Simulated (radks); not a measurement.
Effect of the nuclear size on the tantalum ion Ta3+, [Xe] 4f14 5d2. Method: Dirac Kohn-Sham, LDA (Slater exchange, Perdew-Wang correlation), spin-unpolarised, spherical densities, finite nucleus; open shells fill j = l - 1/2 first; Fermi nuclear charge, rms radius 5.3507 fm; computed with a radial shooting solver on a logarithmic mesh with Libxc functionals. The rms radius is varied about that value; shifts are against it.

rms radius (fm)  total energy shift (eV)  density at nucleus (e/bohr^3)  1s1/2 shift (meV)  2s1/2 shift (meV)  5s1/2 shift (meV)  5p1/2 shift (meV)  5d3/2 shift (meV)  6s1/2 (empty) shift (meV)
4.607                              -13.8                      1.375e+06              -5630               -786              -7.29              0.085              0.155                      -1.21
5.035                              -6.05                      1.334e+06              -2460               -343              -3.18              0.037              0.068                     -0.530
5.3507                                 0                      1.307e+06              0.000              0.000              0.000              0.000              0.000                      0.000
5.8804                              10.7                      1.266e+06               4340                606               5.63             -0.065             -0.119                      0.936
5.95                                12.1                      1.261e+06               4930                689               6.39             -0.074             -0.136                       1.06

Slopes of the eigenvalues against <r^2> in GHz/fm^2, as finite differences over the two radii next to the reference (eigenvalue slopes, not the field-shift constants of lines): 1s1/2 178000, 2s1/2 24900, 5s1/2 231, 5p1/2 -2.67, 5d3/2 -4.90, 6s1/2 (empty) 38.4.
